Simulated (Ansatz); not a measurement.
Ga4N4H14, a cluster cut from wurtzite GaN (hydrogen-capped). Charge 0, multiplicity 3. Geometry r2SCAN-D4/def2-SVP, that of the neutral singlet; atoms count from 1.

```xyz
22

Ga    1.9764    0.5638   -0.5800
N     0.6222   -0.3040   -1.8505
Ga    0.4164   -1.8023    1.0676
N     1.0808    0.0548    1.1023
N    -1.3823   -1.4017    0.1702
Ga   -1.2341   -0.0626   -1.2581
Ga   -0.3163    1.3437    1.6298
N    -1.1201    1.6104   -0.2368
H     3.3489   -0.1699   -0.7655
H     1.7958    2.1042   -0.8893
H     0.8487   -1.3035   -1.8902
H     0.7708    0.0476   -2.7996
H     1.1611   -2.6633   -0.0302
H     0.1247   -2.3536    2.5054
H     1.7988    0.0911    1.8344
H    -1.7992   -2.2742   -0.1636
H    -2.0122   -1.0606    0.9042
H    -2.3267   -0.1179   -2.3721
H     0.2869    2.7136    2.0943
H    -1.4943    0.6334    2.4101
H    -0.5170    2.2787   -0.7282
H    -2.0291    2.0723   -0.1542
```

At PBE0-D4/def2-TZVP a singlet of charge 0 lies 6.18 eV below the triplet at the same geometry.

Q: Estimate the Mulliken populations from the PBE0/def2-TZVP orbitals of Ansatz.

A: 
| atom | charge (e) | spin (α − β) |
| --- | --- | --- |
| Ga1 | 0.02 | 0.29 |
| N2 | -0.54 | -0.01 |
| Ga3 | -0.04 | 0.39 |
| N4 | -0.09 | 0.18 |
| N5 | -0.51 | -0.03 |
| Ga6 | 0.37 | 0.01 |
| Ga7 | -0.18 | 0.56 |
| N8 | -0.48 | -0.06 |
| H9 | -0.07 | 0.01 |
| H10 | -0.06 | 0.07 |
| H11 | 0.26 | 0.02 |
| H12 | 0.26 | 0.01 |
| H13 | -0.09 | -0.02 |
| H14 | 0.00 | 0.14 |
| H15 | 0.24 | 0.03 |
| H16 | 0.26 | 0.01 |
| H17 | 0.24 | 0.03 |
| H18 | -0.06 | 0.02 |
| H19 | 0.00 | 0.14 |
| H20 | -0.01 | 0.16 |
| H21 | 0.24 | 0.04 |
| H22 | 0.25 | 0.02 |
Mulliken values depend strongly on the basis.

Q: Where does the spin sit?

A: Summed by element: Ga 1.25, N 0.08, H 0.67, of 2 unpaired in all. Largest on single atoms: Ga7 0.56, Ga3 0.39, Ga1 0.29.

Q: And the Mayer bond orders between heavy atoms (over 0.3)?

A: Ga1–N2 0.60 (2.05 Å); Ga1–N4 0.49 (1.97 Å); N2–Ga6 0.76 (1.96 Å); Ga3–N4 0.46 (1.97 Å); Ga3–N5 0.59 (2.05 Å); Ga3–Ga7 0.37 (3.28 Å); N4–Ga7 0.51 (1.97 Å); N5–Ga6 0.75 (1.96 Å); Ga6–N8 0.75 (1.96 Å); Ga7–N8 0.55 (2.05 Å).
